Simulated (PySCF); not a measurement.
## C₆ coefficients of unlike pairs at HSE06

Calculated with PySCF 2.14 from the dipole response of each species, C₆(A,B) = (3/π) ∫ α_A(iu) α_B(iu) du, in atomic units, from isotropic polarisabilities. For ions this is the dispersion term alone; charge-induced terms of lower order in 1/R come first.

| species | configuration | basis | relativity | α (bohr³) | C₆ (like pair) |
| --- | --- | --- | --- | --- | --- |
| I⁺ | [Kr] 4d10 5s2 5p4 (3P) | aug-cc-pwCVTZ-PP with ECP28MDF (8s7p6d4f1g) | core potential | 20.37 | 177.2 |
| S³⁺ | [Ne] 3s2 3p1 (2P) | aug-cc-pCVTZ-DK (8s7p5d3f) | spin-free X2C | 5.317 | 14.14 |
| In | [Kr] 4d10 5s2 5p1 (2P) | dyall-av2z (22s16p12d) | none | 76.23 | 795.6 |
| B⁺ | [He] 2s2 (1S) | aug-cc-pwCVDZ (5s4p2d) | none | 10.85 | 29.52 |

Task: Estimate C₆ for B⁺ with In.

Result: The integral gives 148.4. The combination rule 2 C_A C_B / (C_A α_B/α_A + C_B α_A/α_B) gives 146.5 and the geometric mean 153.3.

No spin-orbit coupling is included.

The other pairs:

| pair | C₆ |
| --- | --- |
| S³⁺, I⁺ | 49.94 |
| In, I⁺ | 330.1 |
| B⁺, I⁺ | 69.61 |
| In, S³⁺ | 90.28 |
| B⁺, S³⁺ | 19.32 |
